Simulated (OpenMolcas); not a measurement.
A calculation on Ne+.

```
Program             : OpenMolcas
Method              : CASSCF
Basis               : ANO-RCC-VTZP [4s3p2d1f]
Scalar Hamiltonian  : DKH2, point nucleus
Active space        : 7 electrons in 4 orbitals (2s 2p)
State averaging     : 2S+1 = 2 odd, 3 roots; 2S+1 = 2 even, 1 root
Spin-orbit coupling : state interaction with AMFI integrals over the reference wave functions, term energies averaged over their components
```

**Question.** Which level of the active space comes out lowest?

**Answer.** 2s2 2p5 2P* 3/2, with 100 % of that term; it is also the measured ground level.

**Question.** How high does 2s2 2p5 2P* 1/2 lie?

**Answer.** 773 cm-1 above the lowest level; measured 780 cm-1 above the ground level, so the calculation is off by -1 %.

**Question.** How high does 2s 2p6 2S 1/2 lie?

**Answer.** 239218 cm-1 above the lowest level; measured 217048 cm-1 above the ground level, so the calculation is off by +10 %.

Measured values: NIST Handbook of Basic Atomic Spectroscopic Data.

Without dynamic correlation excited terms often stand tens of per cent too high (terms of higher spin than the ground term too low), and those without a measured partner can miss by more than the paired ones. Computed and measured levels are paired by configuration, term and J; levels that our copy of the source lacks, or whose pairing is in doubt (as where it misses far off the trend of its configuration), stay unpaired and out of the deviations. Levels of configurations outside the active space are missing.

* marks odd parity.
